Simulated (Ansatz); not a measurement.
Spin gap between two states, R1 and P1; the higher of the two is an excited state, each structure at its B3LYP-D3(BJ)/def2-TZVP stationary point, reached from a drawn start (curvature not checked).
R1, CH2 (SMILES [CH2]) (charge 0, multiplicity 1):
```xyz
3

C      0.000     0.000    -0.467
H      0.862     0.000     0.233
H     -0.862     0.000     0.233
```
P1, CH2 (SMILES [CH2]) (charge 0, multiplicity 3):
```xyz
3

C      0.0000     0.0000    -0.2750
H      0.9963     0.0000     0.1375
H     -0.9963     0.0000     0.1375
```

P less R. No zero-point or thermal terms; singlets are restricted closed shells; open shells are unrestricted.

Frozen-core correlation throughout. CBS(a, b) extrapolates the correlation energy as X⁻³ and adds the Hartree–Fock energy of set b.

Run with Ansatz (Gaussian orbitals). Each number belongs to the level named beside it.

Estimate the spin gap that SVWN5/def2-TZVPP returns for this input.

-14.5 kcal/mol

Give the spin gap at the level MP2/cc-pVTZ.

-15.3 kcal/mol

Predict the spin gap from CCSD(T)/CBS(cc-pVTZ, cc-pVQZ).

-9.3 kcal/mol

Ansatz is a first-principles code.
